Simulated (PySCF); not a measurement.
# Working out the excitation energy of As²⁺

As²⁺ [Ar] 3d10 4s2 4p1 (2P) → As²⁺ [Ar] 3d10 4s1 4p2 (4P). All numbers are calculated (PySCF 2.14, the spin-free X2C one-electron Hamiltonian (Gaussian nucleus), in x2c-TZVPPall). Frozen: [Ne]. Energies in hartree (1 hartree = 27.21139 eV):

| part | As²⁺ (lower) | As²⁺ (upper) |
| --- | --- | --- |
| UHF | -2258.004112 | -2257.762210 |
| MP2 opposite-spin | -0.201389 | -0.160834 |
| MP2 same-spin | -0.090590 | -0.093712 |

Q: What does Hartree-Fock give?

A: (-2257.762210) − (-2258.004112) = 0.241902 hartree = 6.582 eV.

Q: What do MP2 and SCS-MP2 (6/5 opposite-spin, 1/3 same-spin) give?

A: The opposite-spin parts differ by 1.104 eV and the same-spin parts by -0.085 eV. MP2: 6.582 + (1.104) + (-0.085) = 7.601 eV. SCS-MP2: 6.582 + 1.2 × (1.104) + (-0.085)/3 = 7.878 eV.
